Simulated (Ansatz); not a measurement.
```yaml
crystal:
  periodic: [false, false, false]
  atoms:
    - {symbol: O, position_ang: [0.408095, 1.187576, -0.454395]}
    - {symbol: Si, position_ang: [0.088220, -0.212699, 0.297069]}
    - {symbol: Cl, position_ang: [0.587984, -1.809589, -0.872471]}
    - {symbol: Cl, position_ang: [-1.897948, -0.376490, 0.739726]}
    - {symbol: H, position_ang: [-0.021279, 1.382413, -1.289635]}
    - {symbol: H, position_ang: [0.877028, -0.235312, 1.533505]}
basis:
  gaussian: {orbitals: def2-TZVP}
hamiltonian: {xc: {name: PBE0-DH}, pseudopotentials: {relativity: scalar}}
```

```sh
$ ansatz run in.yaml --threads 2 --pin off --events-out ev --progress --plain --max-ram 32768MiB --backend cpu
```

Shortened log:

```
Functional definition: PBE0-DH
950 factors; integrals over basis functions are off by at most 1.2e-3 eV
mean field evaluation 1: about -35071.6580 eV, gradient 4.4e1 eV
mean field evaluation 2: about -35071.7772 eV, gradient 4.4e1 eV
mean field evaluation 4: about -35074.8815 eV, gradient 3.4e0 eV
mean field evaluation 8: about -35074.9070 eV, gradient 7.2e-2 eV
mean field evaluation 16: about -35074.9070 eV, gradient 5.0e-6 eV
mean field -35074.90701804 eV, -1288.9790582872 hartree, gradient 1.7e-6 eV, S^2 0.000000; 0 other end points of the search recorded, 0 dependent functions left out
16 core orbitals not correlated: weight in the atoms' cores, before any rotation towards them, 1.000 or more for the frozen orbitals, at most 0.000 for the correlated occupied ones
reference -35074.90703583 eV, -1288.9790589409 hartree; 13, 13 occupied and 125, 125 virtual orbitals, 950 factors
second order -24.06486351 eV of doubles, -0.00000000 eV of singles
Total energy: -35077.91514377 eV, -1289.0896048687 hartree
Relativity: scalar
```

It took 17 s on 2 threads of a server CPU on a shared host, with 0.41 GiB of host memory at the peak.
